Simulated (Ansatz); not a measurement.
Reaction (cleavage of the Si–Si bond): `N[SiH]([SiH3])BF` + `B[SiH](O)[SiH3]` → `B[SiH]([SiH3])O[SiH3]` + `N[SiH2]BF`

Computed with Ansatz on PBE0-D4/def2-TZVP structures; ΔE is electronic, products minus reactants. CBS: MP2 limit from def2 TZ/QZ plus the TZ coupled-cluster correction, frozen cores. DFT in def2-TZVPP. B3LYP here is the variant with VWN-RPA as its local correlation; programs differ in this. One conformer a species, not always the lowest.

| level | ΔE (kJ/mol) | difference from CCSD(T)/CBS |
| --- | --- | --- |
| r2SCAN-D4 | -90.2 | 11.1 |
| PBE0-D4 | -81.4 | 19.9 |
| B3LYP-D4 | -100.7 | 0.6 |
| ωB97M-V | -102.4 | -1.1 |
| B2PLYP | -105.1 | -3.8 |
| PBE | -70.2 | 31.1 |
| PBE0 | -80.9 | 20.4 |
| B3LYP | -100.1 | 1.2 |
| MP2/def2-TZVPP | -108.4 | -7.1 |
| CCSD/def2-TZVPP | -106.4 | -5.1 |
| CCSD(T)/def2-TZVPP | -101.9 | -0.6 |
| HF/def2-QZVPP | -134.6 | -33.3 |
| SCS-MP2/def2-QZVPP | -115.1 | -13.8 |
| HF/CBS(def2) | -135.0 | -33.7 |
| MP2/CBS(def2) | -107.9 | -6.6 |
| CCSD/CBS(def2) | -105.9 | -4.6 |
| CCSD(T)/CBS | -101.3 | 0 |

Largest T1 diagnostic among the species: 0.014.

From PBE to PBE0 (25 % exact exchange), in def2-TZVPP and without D4, ΔE moves by −10.7 kJ/mol. In def2-TZVPP, CCSD(T) changes the Hartree–Fock value by +30.2 kJ/mol (the triples alone add +4.5 kJ/mol) and MP2 by +23.6 kJ/mol.
